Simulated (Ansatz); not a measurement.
Reaction (ligand exchange at a Ge–S bond): `[SH][Ge]([SH])([SH])[Cl]` + HCl → `[SH][Ge]([SH])([Cl])[Cl]` + H₂S

Calculated with Ansatz (gas phase, PBE0-D4/def2-TZVP geometries, no zero-point term in ΔE). CCSD(T)/CBS is the MP2 limit (def2-TZVPP, def2-QZVPP) plus CCSD(T) − MP2 in def2-TZVPP, frozen cores. This one scheme is used for every species. Functionals use def2-TZVPP. B3LYP here is the variant with VWN-RPA as its local correlation; programs differ in this. HSE06 is defined as in plane-wave codes. For Ge outer-core shells are correlated without core-valence functions, which leaves a few kJ/mol of doubt a bond. Scalar relativity is left out up to krypton. One conformer a species, not always the lowest.

`[SH][Ge]([SH])([SH])[Cl]`:

Cartesian coordinates in Å:
```
S -1.255 1.023 1.504
Ge -0.143 0.217 -0.220
S 1.744 1.356 -0.223
S 0.165 -1.970 -0.197
Cl -1.269 0.498 -2.032
H -2.379 0.365 1.167
H 2.358 0.445 -0.996
H 0.779 -1.933 0.999
```

HCl:

Cartesian coordinates in Å:
```
Cl 0.050 -0.505 -0.389
H -0.050 0.505 0.389
```

`[SH][Ge]([SH])([Cl])[Cl]`:

Z-matrix (Å, degrees):
```
Ge
S 1 2.194
Cl 1 2.143 2 109.0
S 1 2.194 2 107.3 3 123.0
Cl 1 2.143 2 113.2 3 -116.6
H 2 1.344 1 92.6 3 29.8
H 4 1.344 1 92.6 2 152.7
```

H₂S:

```xyz
3

S     0.421    0.398   -0.220
H    -0.198   -0.676   -0.732
H    -0.222    0.277    0.951
```

```
             level  ΔE (kcal/mol)  difference from CCSD(T)/CBS
            PBE-D4           -3.7                          0.4
         revPBE-D4           -3.5                          0.6
         r2SCAN-D4           -4.5                         -0.4
            B97M-V           -5.4                         -1.3
           PBE0-D4           -3.9                          0.2
          B3LYP-D4           -4.6                         -0.5
        r2SCANh-D4           -4.5                         -0.4
        r2SCAN0-D4           -4.6                         -0.5
          HSE06-D4           -3.9                          0.2
          BHLYP-D4           -5.1                         -1.0
           ωB97X-V           -5.2                         -1.1
           ωB97M-V           -5.0                         -0.9
            B2PLYP           -5.0                         -0.9
          PBE-QIDH           -4.3                         -0.2
               PBE           -4.2                         -0.1
              BLYP           -5.3                         -1.2
            r2SCAN           -4.7                         -0.6
              PBE0           -4.4                         -0.3
             B3LYP           -5.4                         -1.3
           r2SCANh           -4.7                         -0.6
           r2SCAN0           -4.7                         -0.6
             HSE06           -4.4                         -0.3
             BHLYP           -6.0                         -1.9
         CAM-B3LYP           -5.7                         -1.6
           LC-ωPBE           -4.9                         -0.8
RPA@PBE/def2-TZVPP           -4.3                         -0.2
       HF/def2-SVP           -7.9                         -3.8
      MP2/def2-SVP           -5.3                         -1.2
     CCSD/def2-SVP           -6.0                         -1.9
  CCSD(T)/def2-SVP           -5.7                         -1.6
     HF/def2-TZVPP           -7.1                         -3.0
    MP2/def2-TZVPP           -3.8                          0.3
SCS-MP2/def2-TZVPP           -4.5                         -0.4
   CCSD/def2-TZVPP           -4.6                         -0.5
CCSD(T)/def2-TZVPP           -4.2                         -0.1
     HF/def2-QZVPP           -7.2                         -3.1
SCS-MP2/def2-QZVPP           -4.5                         -0.4
      HF/CBS(def2)           -7.2                         -3.1
     MP2/CBS(def2)           -3.7                          0.4
    CCSD/CBS(def2)           -4.5                         -0.4
       CCSD(T)/CBS           -4.1                            0
```

Largest T1 diagnostic among the species: 0.011.

In def2-TZVPP, CCSD(T) changes the Hartree–Fock value by +2.9 kcal/mol (the triples alone add +0.4 kcal/mol) and MP2 by +3.3 kcal/mol. At CCSD(T), def2-SVP lies −1.6 kcal/mol from the extrapolated value and def2-TZVPP −0.1 kcal/mol.
